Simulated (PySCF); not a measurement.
Compound: C₇H₁₅OP.
Atom-mapped SMILES: `[CH3:1][C@@H:2]1[CH2:3][CH2:4][P@@H:5](=[O:6])[CH2:7][C@H:8]1[CH3:9]`

NICS is the negative of the GIAO shielding at a point without a nucleus: at the ring centre (0) and 1 Å above and below it (1); zz is the component along the ring normal. Level: GIAO PBE0/pcSseg-1 (PySCF, non-relativistic, gas phase) on the GFN2-xTB geometry, one conformer.

Ring bond lengths (Å), with Mayer bond orders in brackets: C2–C3 1.535 (1.00), C3–C4 1.521 (1.02), C4–P5 1.822 (0.91), P5–C7 1.821 (0.91), C7–C8 1.528 (0.99), C8–C2 1.540 (0.95).

**Question.** Give the NICS values of each ring in ppm.

**Answer.** 
```json
{"ring": "C2–C3–C4–P5–C7–C8", "type": "6-membered ring with P; formal bonds all single", "NICS(0)": "-3.8", "NICS(1), two faces": "-3.6 / -2.4", "NICS(1)zz, two faces": "1.9 / 3.8", "rms pucker (Å)": "0.25", "centre to ring atoms, mean (Å)": "1.56"}
```

**Question.** What can be read from them?

**Answer.** 
- C2–C3–C4–P5–C7–C8: mean NICS(1)zz 2.9 ppm, near zero. C2, C3, C4, P5, C7, C8 have four or more neighbours, so the value isn't read as a sign of a π ring current.

**Question.** Give the inner angles of the rings and the Hirshfeld charges of the ring atoms.

**Answer.** 
- C2–C3–C4–P5–C7–C8: C2 111.4° (-0.021 e), C3 113.2° (-0.068 e), C4 110.4° (-0.114 e), P5 102.6° (+0.405 e), C7 113.5° (-0.114 e), C8 111.0° (-0.019 e); sum 661.9° against 720° for a flat convex ring.
